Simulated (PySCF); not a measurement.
H4OSSi.

```xyz
7

Si    -0.7342    -0.1046     0.2487
O     -0.8255     1.5113     0.5464
S      1.1437    -0.6925    -0.5624
H     -0.9850    -0.7435     1.5539
H     -1.7054    -0.5486    -0.7774
H     -0.5710     2.1055    -0.1630
H      1.8445    -0.3599     0.5309
```
Charge 0, spin multiplicity 1.

Coordinates come from a ωB97X-D3(BJ)/def2-TZVP optimisation. One conformer was computed; it need not be the lowest.

These are PySCF with PBE0/pcSseg-2 values and carry that method's errors. Non-relativistic, no solvent.

Computed absolute GIAO shielding of each atom: isotropic value and principal components (ppm):
```json
[
 {"atom": "Si1", "σ(iso)": "358.6", "σ11": "297.4", "σ22": "354.5", "σ33": "423.8", "span": "126.4"},
 {"atom": "O2", "σ(iso)": "273.2", "σ11": "237.4", "σ22": "274.0", "σ33": "308.3", "span": "70.8"},
 {"atom": "S3", "σ(iso)": "672.5", "σ11": "542.4", "σ22": "684.8", "σ33": "790.4", "span": "247.9"},
 {"atom": "H4", "σ(iso)": "26.0", "σ11": "22.1", "σ22": "24.8", "σ33": "31.1", "span": "8.9"},
 {"atom": "H5", "σ(iso)": "26.0", "σ11": "22.1", "σ22": "24.7", "σ33": "31.3", "span": "9.1"},
 {"atom": "H6", "σ(iso)": "30.2", "σ11": "23.0", "σ22": "25.9", "σ33": "41.8", "span": "18.8"},
 {"atom": "H7", "σ(iso)": "30.4", "σ11": "23.7", "σ22": "27.0", "σ33": "40.5", "span": "16.8"}
]
```
